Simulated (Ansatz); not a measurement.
The cluster Ge₃S₆: single points at one geometry.

```yaml
crystal:
  periodic: [false, false, false]
  atoms:
    - {symbol: Ge, position_ang: [-0.477897, -1.308726, -1.252116]}
    - {symbol: Ge, position_ang: [2.317485, 0.986236, -0.608970]}
    - {symbol: Ge, position_ang: [-0.845295, 1.106016, 1.256114]}
    - {symbol: S, position_ang: [0.605522, 2.383128, 0.334019]}
    - {symbol: S, position_ang: [-2.689553, 1.193661, 2.083923]}
    - {symbol: S, position_ang: [2.133539, -0.727866, 1.015454]}
    - {symbol: S, position_ang: [0.990973, -0.130252, -2.271851]}
    - {symbol: S, position_ang: [0.105869, -1.107666, 1.083062]}
    - {symbol: S, position_ang: [-2.140643, -2.394541, -1.639635]}
basis:
  gaussian: {orbitals: def2-TZVP, initial_orbitals: start.molden}
hamiltonian: {xc: r2scan, dispersion: d4}
scf: {omitted_lower_state_checks: [starts]}
output: {orbitals: {seedname: orbitals}}
```

The file start.molden holds the orbitals of an earlier run on this structure, at another level or in another basis.

```sh
$ ansatz run in.yaml --threads 4 --pin off --events-out ev --progress --plain --max-ram 6963MiB
```

Shortened log:

```
Functional definition: r2SCAN
2640 factors; their error is unknown
mean field evaluation 1: about -234569.9001 eV, gradient 1.6e1 eV
mean field evaluation 2: about -234570.0334 eV, gradient 2.6e-1 eV
mean field evaluation 4: about -234569.9735 eV, gradient 1.3e-3 eV
mean field -234569.97346566 eV, -8620.2875276244 hartree, gradient 2.4e-5 eV, S^2 0.000000; 0 other end points of the search recorded, 0 dependent functions left out
reference -234569.97347788 eV, -8620.2875280734 hartree; 96, 96 occupied and 270, 270 virtual orbitals, 2640 factors
Total energy: -234570.17907095 eV, -8620.2950834795 hartree
Checks for a lower state left out: starts
```

It took 28 s on 4 threads of Arm Neoverse V1 on a shared host, peak host memory 1.1 GiB.

The first input with `hamiltonian: {xc: pbe, dispersion: d4}`, `output: {forces: true, orbitals: {seedname: orbitals}}` (abridged; 14 s):

```
Functional definition: PBE
mean field -234522.14266248 eV, -8618.5297780282 hartree, gradient 2.2e-5 eV, S^2 0.000000
Total energy: -234523.02220156 eV, -8618.5621004932 hartree
Atom 0 force     0.182825     0.155459     0.213410 eV/Å
Atom 1 force    -0.049402    -0.014318     0.004720 eV/Å
Atom 2 force     0.227574    -0.181308    -0.138046 eV/Å
Atom 3 force     0.109583     0.144537    -0.053549 eV/Å
Atom 4 force    -0.316384     0.027588     0.153865 eV/Å
Atom 5 force    -0.288341    -0.080908     0.035521 eV/Å
Atom 6 force     0.117621     0.079225    -0.125081 eV/Å
Atom 7 force     0.301236     0.064979    -0.012596 eV/Å
Atom 8 force    -0.284712    -0.195255    -0.078243 eV/Å
Dipole moment:     0.583220     0.039218     0.049952 e Å
Checks for a lower state left out: starts
```

The first input with `hamiltonian: {xc: pbe0, dispersion: d4}` (abridged; 38 s):

```
Functional definition: PBE0
mean field -234530.85652340 eV, -8618.8500065106 hartree, gradient 1.5e-5 eV, S^2 0.000000
Total energy: -234531.63367866 eV, -8618.8785664397 hartree
Checks for a lower state left out: starts
```

Geometry: r2SCAN-D4/def2-SVP.

Another isomer (singlet) lies 0.02 eV lower at r2SCAN-D4/def2-TZVP; other spin states weren't run for this one.
